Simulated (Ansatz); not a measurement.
Geometry optimisation, RKS B3LYP/def2-SVP in Ansatz 0.2.0.

Input file:

```yaml
crystal:
  periodic: [false, false, false]
  atoms:
    - { symbol: Al, position_ang: [-1.365, 1.7576, 1.4195] }
    - { symbol: Si, position_ang: [-0.0567, 0.0688, 0.5612] }
    - { symbol: S, position_ang: [1.9728, 0.6533, 0.7561] }
    - { symbol: O, position_ang: [-0.3618, -0.1545, -1.1039] }
    - { symbol: Si, position_ang: [0.1703, -1.7275, -1.5398] }
    - { symbol: H, position_ang: [-1.4049, 2.0418, 2.9874] }
    - { symbol: H, position_ang: [-1.4567, 3.1527, 0.5586] }
    - { symbol: H, position_ang: [-0.2826, -1.1195, 1.3543] }
    - { symbol: H, position_ang: [1.8356, 1.776, -0.0387] }
    - { symbol: H, position_ang: [-0.104, -1.9698, -2.921] }
    - { symbol: H, position_ang: [1.6135, -1.7808, -1.2896] }
    - { symbol: H, position_ang: [-0.4835, -2.7532, -0.7101] }
basis:
  gaussian: { orbitals: def2-SVP }
hamiltonian:
  xc: b3lyp
relax:
  f_tol: 0.015
  max_steps: 40
output:
  orbitals: {}
```

Command:

```bash
$ ansatz run input.yaml --threads 2 --pin off --max-ram 3072MiB --backend cpu --events-out ev --progress --plain --runs-dir out
```

Task: Where does it end, and by what steps?

Result: The forces met the threshold. After 34 steps the energy has fallen by 0.867 eV; H11 moved furthest, 1.31 Å. Parted: Si2–Si5.

```tsv
step	energy less start (eV)	largest force component (eV/Å)	accepted
0	0.0000	2.419	yes
2	-0.6963	0.508	yes
4	-0.8273	0.228	yes
6	-0.8499	0.211	yes
8	-0.8554	0.058	yes
10	-0.8567	0.030	yes
12	-0.8578	0.026	yes
14	-0.8591	0.068	yes
16	-0.8602	0.099	yes
18	-0.8614	0.081	yes
20	-0.8623	0.029	yes
22	-0.8627	0.126	no
24	-0.8647	0.046	yes
26	-0.8653	0.035	yes
28	-0.8662	0.046	yes
30	-0.8667	0.022	yes
32	-0.8671	0.018	yes
34	-0.8672	0.005	yes
```

```xyz
12
Properties=species:S:1:pos:R:3
Al -1.247 2.090 1.299
Si -0.030 0.003 0.918
S 2.061 0.597 1.186
O -0.319 -0.645 -0.592
Si 0.123 -1.801 -1.709
H -2.114 2.343 2.605
H -1.021 3.264 0.252
H -0.142 -1.072 1.950
H 2.033 1.605 0.281
H -1.021 -2.002 -2.639
H 1.312 -1.345 -2.484
H 0.444 -3.093 -1.032
```

The run took 2.4 min on 2 threads of Arm Neoverse V1, on a shared host, peak memory 0.32 GiB.
